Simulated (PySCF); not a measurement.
## Shapes and spin states of AuH₄⁻

Method: PySCF, PBE0, basis Au def2-TZVPD with ECP60, H def2-TZVPD (scalar-relativistic core potentials, no spin–orbit coupling, density fitting).

Relaxations began from a few typed shapes and spin states; open shells are unrestricted. The search is not exhaustive: other isomers or separated fragments can lie lower, and high-lying points may rest on an excited occupation.

Problem. Which is the lowest minimum found?
A. singlet D4h: Au–H 1.641 Å (×4); H–Au–H 90.0° (×4), H–Au–H 180.0° (×2)
B. triplet D2d: Au–H 1.690 Å (×4); H–Au–H 75.3° (×2), H–Au–H 128.8° (×4)
C. triplet C2v: Au–H 1.660 Å (×2), Au–H 1.687 Å (×2); H–Au–H 88.5°, H–Au–H 93.4° (×4), H–Au–H 170.5°

Solution. A. The others lie at 241.7 (triplet C2v), 271.3 (triplet D2d, a saddle point) kJ/mol above it.

Formally Au is in oxidation state +3, d8, with 0 unpaired electrons (the high-spin count would be 2). The polar-tensor charge on Au, 0.06, is far below the formal one.

For the lowest minimum: the lowest empty level of this anion is unbound, so it and the gap depend on the basis. Spin–orbit coupling, left out here, can matter for elements this heavy.
